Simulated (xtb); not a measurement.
Cl2Sn, charge -1, doublet, at a GFN2-xTB geometry (such geometries of metal compounds can be far from the true shape) (a state made from the parent by changing its charge; the spin is typed, not shown lowest), atoms displaced at random by about 0.1 Å a coordinate. Base run: xtb with GFN1-xTB.

The xtb input:
```
$ xtb mol.xyz --gfn 1 --chrg -1 --uhf 1 --opt --json

# file mol.xyz
3

Sn     0.02683539    -0.04022060     0.71499321
Cl     1.31474751     1.76502817    -0.95491539
Cl    -1.33161725    -1.45594000    -0.99043623
```

Variants of this job, named by their change:

```
change               ΔE vs base (mEh)  optimiser steps
-------------------  ----------------  ---------------
base                            0.000                6
engine = inertial               0.046                -
opt level = tight               0.000                7
opt level = sloppy              0.000                6
engine = lbfgs                  0.000                -
opt level = extreme            -0.001                8
alpb = acetonitrile           -81.086                8
opt level = lax                 0.000                6
alpb = chcl3                  -78.462                8
opt level = vtight             -0.001                8
```
